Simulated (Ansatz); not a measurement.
```yaml
crystal:
  periodic: [false, false, false]
  atoms:
    - {symbol: C, position_ang: [-0.185287, 1.335095, -0.045914]}
    - {symbol: B, position_ang: [0.045111, -0.202964, -0.244336]}
    - {symbol: Ga, position_ang: [0.146786, -1.537134, 1.357706]}
    - {symbol: Te, position_ang: [0.265376, -1.033602, -2.187900]}
    - {symbol: H, position_ang: [0.603838, 1.750015, 0.593160]}
    - {symbol: H, position_ang: [-1.119010, 1.503270, 0.504561]}
    - {symbol: H, position_ang: [-0.222238, 1.923355, -0.965352]}
    - {symbol: H, position_ang: [-1.139360, -2.235858, 1.945964]}
    - {symbol: H, position_ang: [1.507299, -1.895449, 2.070782]}
    - {symbol: H, position_ang: [0.097496, 0.393283, -3.028670]}
basis:
  gaussian: {orbitals: def2-SVP}
hamiltonian: {xc: {name: SVWN5}}
```

```sh
$ ansatz run in.yaml --threads 4 --pin off --events-out ev --progress --plain --max-ram 10444MiB
```

It prints (some lines left out):

```
Functional definition: SVWN5
1335 factors; their error is unknown
mean field evaluation 1: about -61348.7709 eV, gradient 7.4e1 eV
mean field evaluation 2: about -61268.3680 eV, gradient 1.5e2 eV
mean field evaluation 4: about -61361.3502 eV, gradient 2.1e1 eV
mean field evaluation 8: about -61362.5368 eV, gradient 1.0e-1 eV
mean field evaluation 16: about -61362.4999 eV, gradient 2.0e-4 eV
mean field -61362.49985972 eV, -2255.0302768484 hartree, gradient 5.0e-5 eV, S^2 0.000000; 0 other end points of the search recorded, 0 dependent functions left out
reference -61362.49989901 eV, -2255.0302782922 hartree; 36, 36 occupied and 80, 80 virtual orbitals, 1335 factors
Total energy: -61362.49989901 eV, -2255.0302782922 hartree
```

It took 0.7 s on 4 threads of an Arm Neoverse V1 on a shared host, with 0.45 GiB of host memory at the peak.
